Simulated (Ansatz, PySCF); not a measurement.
Process, species as SMILES: CB(C)O -> C[B]C + [OH] (HO) (the B-O bond at the site shown breaks; other sites are not compared here)
Structures are relaxed separately at B3LYP-D3(BJ)/def2-TZVP in Ansatz (a program for electronic structure), one conformer each, not searched for the lowest. Frequencies are from Ansatz or PySCF.

Wanted: bond dissociation energy (enthalpy at 298 K, with B3LYP-D3(BJ) rigid-rotor harmonic-oscillator terms), in kcal/mol. Correlated levels leave the core frozen unless marked. Open shells are spin-unrestricted. Spin-orbit coupling is left out. No relativistic terms. CBS(X,Y): correlation extrapolated as X^-3; Hartree-Fock from the larger set.

CCSD(T)/CBS(cc-pVTZ,cc-pVQZ) (Ansatz) gives 150.4 kcal/mol.

Question: Another calculation gave 143.9 kcal/mol. Which level was it?
A. PBE0/def2-TZVPD (Ansatz)
B. wB97X-V/def2-TZVPD (Ansatz)
C. SVWN5/def2-TZVPD (Ansatz)
D. r2SCAN0/def2-TZVPD (Ansatz)

Answer: A, PBE0/def2-TZVPD (Ansatz). The others give 148.0 (wB97X-V), 140.5 (r2SCAN0), 168.7 (SVWN5) kcal/mol.
